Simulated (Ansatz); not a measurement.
System: GeTe, charge 1, multiplicity 2. 
Structure (B3LYP-D3(BJ)/def2-TZVP (Ansatz, a quantum-chemistry and plane-wave program) minimum search):
```xyz
2

Ge     0.0000     0.0000    -1.5536
Te     0.0000     0.0000     0.9560
```
Charge +1, spin multiplicity 2.

Basis-set convergence of Hartree-Fock and CCSD(T) correlation energies (hartree) with Ansatz. Correlated levels leave the core frozen unless marked. Open shells are spin-unrestricted. No spin-orbit coupling. Frozen are the shells of the preceding noble gas and the d and f shells that filled before the atom's block. In def2 rows, elements after Kr have scalar-relativistic effective core potentials.

```
basis       functions        E(HF)  E(corr, CCSD(T))
----------  ---------  -----------  ----------------
def2-SVP           58  -2341.84241          -0.16633
def2-TZVPP         98  -2342.11804          -0.20605
def2-QZVPP        171  -2342.16130          -0.22134
```

Extrapolating the two largest sets (X = 3 and 4) as X^-3: E(corr) = (64·(-0.22134) - 27·(-0.20605))/37 = -0.2325 Eh, an estimate of the basis-set limit. The largest set recovers 95.2 % of it, the smallest 71.5 %.
